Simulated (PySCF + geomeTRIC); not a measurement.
Species: H₄GeO, SMILES `[OH][GeH3]` with one electron removed (charge 1, multiplicity 2).

### Question
Give a relaxed geometry from r2SCAN-D4/def2-TZVP (PySCF + geomeTRIC).

### Answer
the end point of this relaxation (outside a Z-matrix the atoms follow the SMILES, hydrogens last).
Z-matrix (Å, degrees):
```
Ge
H 1 1.5084
O 1 1.8181 2 105.63
H 3 0.9800 1 117.33 2 -180.00
H 1 1.5641 2 121.70 3 -114.36
H 1 1.5642 2 121.68 3 114.33
```
